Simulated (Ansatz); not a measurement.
Abridged output of a molecular run in Ansatz:

```
Functional definition: HF
  name "HF"
  cite "Fock, Z. Phys. 61, 126 (1930) doi:10.1007/BF01340294"
  parent pbe
  exchange = exact_x
  correlation = 0
1123 factors; integrals over basis functions are off by at most 1.3e-3 eV
mean field evaluation 1: about -8941.9522 eV, gradient 3.6e1 eV
mean field evaluation 2: about -8942.1919 eV, gradient 3.6e1 eV
mean field evaluation 4: about -8945.6494 eV, gradient 3.6e0 eV
mean field evaluation 8: about -8945.6987 eV, gradient 1.9e-1 eV
mean field -8945.69882140 eV, -328.7483680739 hartree, gradient 2.3e-6 eV, S^2 0.000000; 0 other end points of the search recorded, 0 dependent functions left out
6 core orbitals not correlated: weight in the atoms' cores, before any rotation towards them, 1.000 or more for the frozen orbitals, at most 0.000 for the correlated occupied ones
reference -8945.69882140 eV, -328.7483680739 hartree; 18, 18 occupied and 100, 100 virtual orbitals, 1123 factors
second order -23.18000644 eV of doubles, -0.00000000 eV of singles
cycle   1  -24.06916337 eV  change   -8.9e-1 eV  update   1.0e-1
cycle   2  -24.64759089 eV  change   -5.8e-1 eV  update   2.8e-2
cycle   3  -24.77472367 eV  change   -1.3e-1 eV  update   1.3e-2
cycle   4  -24.77116180 eV  change    3.6e-3 eV  update   2.3e-3
cycle   5  -24.77101710 eV  change    1.4e-4 eV  update   7.3e-4
cycle   6  -24.77128999 eV  change   -2.7e-4 eV  update   2.0e-4
cycle   7  -24.77122380 eV  change    6.6e-5 eV  update   6.4e-5
cycle   8  -24.77120304 eV  change    2.1e-5 eV  update   1.9e-5
perturbative correction -0.58363116 eV, -0.0214480494 hartree
Total energy: -8971.05365559 eV, -329.6801410444 hartree
```

Its atoms:

Z-matrix (Å, degrees):
```
C
B 1 1.558
H 1 1.094 2 110.3
H 1 1.093 2 113.1 3 121.2
H 1 1.094 2 110.2 3 -117.6
F 2 1.552 1 112.1 3 -73.1
F 2 1.552 1 112.1 3 -169.5
H 2 1.194 1 123.1 3 58.7
B 6 1.552 2 92.3 1 -118.6
C 9 1.558 6 112.1 2 118.6
H 9 1.194 6 108.2 2 -102.5
H 10 1.094 9 110.3 6 -169.5
H 10 1.094 9 110.2 6 72.9
H 10 1.093 9 113.1 6 -48.3
```

Question: Which basis set was used?
A. cc-pV(T+d)Z
B. cc-pV(D+d)Z
C. cc-pV(Q+d)Z
D. def2-TZVPPD

Answer: B. It gives 124 functions.

Question: Write the keys of the input that set method, charge and spin (a neutral closed shell needs none for the last two).

Answer: 
```yaml
correlation: {method: ccsd_t}
```
